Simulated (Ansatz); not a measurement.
One change: `C[Si](O)([SiH3])Cl` becomes `C[Si](O)(Cl)C#N`.

Ansatz, PBE0-D4/def2-TZVP geometries, multiplicity 1. Each molecule was computed in one conformer, which needn't be the lowest.

```json
{"property": "LUMO energy (PBE/def2-TZVPP) / eV", "`C[Si](O)([SiH3])Cl`": "-0.83"}
{"property": "size of the dipole moment (B3LYP/def2-TZVPP) / D", "`C[Si](O)([SiH3])Cl`": "1.91"}
{"property": "HOMO–LUMO gap (ωB97M-V/def2-TZVPP) / eV", "`C[Si](O)([SiH3])Cl`": "11.76"}
{"property": "LUMO energy (ωB97M-V/def2-TZVPP) / eV", "`C[Si](O)([SiH3])Cl`": "1.77"}
{"property": "HOMO energy (ωB97M-V/def2-TZVPP) / eV", "`C[Si](O)([SiH3])Cl`": "-9.98"}
{"property": "HOMO energy (PBE/def2-TZVPP) / eV", "`C[Si](O)([SiH3])Cl`": "-6.72"}
```

(1) Give the same properties after the change, and the shifts. (Estimate.)

## Answers

(1) Computed: 
```
                                        property  `C[Si](O)(Cl)C#N`  shift
               LUMO energy (PBE/def2-TZVPP) / eV              -1.70  -0.87
size of the dipole moment (B3LYP/def2-TZVPP) / D               3.00   1.09
         HOMO–LUMO gap (ωB97M-V/def2-TZVPP) / eV              13.06   1.30
           LUMO energy (ωB97M-V/def2-TZVPP) / eV               1.26  -0.51
           HOMO energy (ωB97M-V/def2-TZVPP) / eV             -11.80  -1.82
               HOMO energy (PBE/def2-TZVPP) / eV              -8.05  -1.33
```

With PBE0 the HOMO falls by 1.59 eV and the LUMO falls by 0.79 eV, so the gap widens by about 0.80 eV. PBE moves the HOMO by -1.33 eV and ωB97M-V by -1.82 eV. Dipoles are sizes alone; their direction can turn.

B3LYP here is the variant with VWN-RPA as its local correlation; programs differ in this.
